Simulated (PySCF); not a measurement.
## Simulated absorption spectrum

Compound: SbH2Et, C₂H₇Sb.
SMILES: `[H][Sb]([H])[CH2]C`

Computed with TDDFT B3LYP/def2-SVPD, vertical, gas phase, core orbitals frozen in the response, def2 core potentials past Kr (PySCF 2.14.0, density-fitted response routines). The structure is a single PBE0-D3(BJ)/def2-SVP conformer in the gas phase; no vibrational or solvent corrections. Spin–orbit coupling is left out.

Broadening: Gaussians 0.3 eV wide at half height, area fixed by f = 4.319×10⁻⁹ ∫ε dν̃. The cross-section is σ = 3.8235×10⁻²¹ ε cm², given in Mb (10⁻¹⁸ cm²). The width is an assumption, not a result. The curve ends short of the highest state used, and states not computed would add to its high-energy end.

```tsv
E (eV)	σ (Mb)
5.08	0.06
5.17	0.55
5.27	3.72
5.36	12.37
5.45	25.11
5.54	31.89
5.63	28.22
5.72	23.49
5.82	22.24
5.91	20.62
6.00	24.75
6.09	40.89
6.18	53.95
6.27	45.21
6.37	20.89
6.46	6.72
6.55	4.49
6.64	11.89
6.73	24.88
6.83	32.42
6.92	25.95
7.01	15.50
7.10	8.66
7.19	4.75
```

(1) Locate the maxima and give the states behind the curve.

(2) Coming from long wavelengths, where does ε first pass 100 L mol⁻¹ cm⁻¹?

(3) On this curve, what absorbance would a 10⁻⁵ mol/L sample give at 193 nm over a 1 cm path?

Results:

(1) 224 nm (5.55 eV), ε about 8300, made up of S1 (95%); 200 nm (6.19 eV), ε about 14000, made up of S3 (99%); 182 nm (6.83 eV), ε about 8500, made up of S4 (97%) (ε in L mol⁻¹ cm⁻¹; maxima over ε = 5, shares over 10%). The states used: S1 5.53 eV (f 0.089); S2 5.83 eV (f 0.056); S3 6.19 eV (f 0.157); S4 6.82 eV (f 0.092); S5 7.05 eV (f 0.0094); S6 7.11 eV (f 0.0084); S7 7.50 eV (f 0.010); S8 7.68 eV (f 0.070); S9 7.74 eV (f 0.103); S10 7.79 eV (f 0.167).

(2) At about 241 nm (5.15 eV), 0.38 eV below S1.

(3) 193 nm is 6.424 eV, where ε is about 2800 L mol⁻¹ cm⁻¹, so A = ε c l ≈ 0.028 (Beer–Lambert, with the gas-phase spectrum and the assumed width).

All these states lie below the vertical ionisation energy of 9.06 eV (ΔSCF).
